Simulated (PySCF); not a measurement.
Assignment exercise: C$_{4}$H$_{8}$FNSi$_{2}$

Atom-mapped SMILES (the numbers label the heavy atoms): `[N:1]#[C:2]/[C:3]([SiH3:4])=[C:5](\[SiH3:6])[CH2:7][F:8]`. Hydrogens are named by the atom that carries them.

All values are calculated (PySCF 2.14.0 with density-fitted response routines): structure optimised with GFN2-xTB, PBE0/pcSseg-1 with gauge-including orbitals. Fast rotation and ring inversion assumed for equivalent nuclei, no relativistic terms, no solvent, a single conformation.

Shifts are taken against calculated references (same method and geometry level): 13C, 1H vs TMS.

Question: Assign these signals to the numbered atoms. 13C{1H} NMR (computed): δ 177.0, 124.9, 123.8, 92.9.

Answer: 
177.0 → C5, fully substituted alkene carbon
124.9 → C2, nitrile carbon: this is the usual window of a C≡N carbon, which has no attached hydrogen
123.8 → C3, fully substituted alkene carbon: the olefinic region
92.9 → C7, allylic sp3 CH2 bonded to F: pulled downfield by the heteroatom

C2 and C3 lie closer than the usual error of such a calculation, so a measured spectrum could show them in the other order.

Question: Assign these signals to the numbered atoms. 1H NMR (300 MHz, computed): δ 5.71 (m, 2H), 4.45 (s, 3H), 4.16 (s, 3H).

Answer: 
```tsv
δ (ppm)	atoms	environment	reason
5.71	H(C7)	hydrogen on an allylic sp3 CH2 bonded to F	its carbon carries F, an electronegative neighbour
4.45	H(Si4)	hydrogen on a silicon bonded to C	–
4.16	H(Si6)	hydrogen on a silicon bonded to C	–
```

Splittings by 19F in the carbon and heteronuclear signals aren't shown, as no couplings were computed. Shifts are as computed. Against solution values, carbons near 30 ppm lie about +3 ppm off and those near 130 ppm about +5 ppm. Of 1211 compounds with measured shifts, 218 miss one by over three times the rms of a fit or turn the order of signals round; such compounds aren't used in these exercises. No couplings were computed; multiplicities are counted from neighbouring protons, with m where these are inequivalent, close in shift, in a saturated or five-membered ring or joined by F or P, and br s for small geminal =CH2 splittings.
